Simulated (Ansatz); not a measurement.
Basis-set extrapolation for CH6B2FN (PBE0-D4/def2-TZVP geometry, frozen core, Ansatz). Multiplicity 1, RHF reference.

```tsv
	def2-TZVPP	def2-QZVPP
HF	-244.693483	-244.704911
MP2 correlation	-0.854786	-0.917854
CCSD(T) correlation	-0.925969	not run
```

Energies in hartree. Use E(X) = E(∞) + A·exp(−7.88·√X) for Hartree–Fock and E(X) = E(∞) + B·X^(−2.97) for correlation, with X = 3 and 4, and add CCSD(T) minus MP2 of the smaller set to the MP2 limit.

**Question.** What is the CCSD(T) energy at the basis-set limit?

**Answer.** HF limit: -244.704911 + (-0.011428) × 0.13774 = -244.70649. MP2 limit: -0.917854 + (-0.063068) × 0.74074 = -0.96457. Higher-order term: -0.925969 − (-0.854786) = -0.07118. Total: -245.74224 hartree, 322.4 kJ/mol below CCSD(T)/def2-TZVPP.
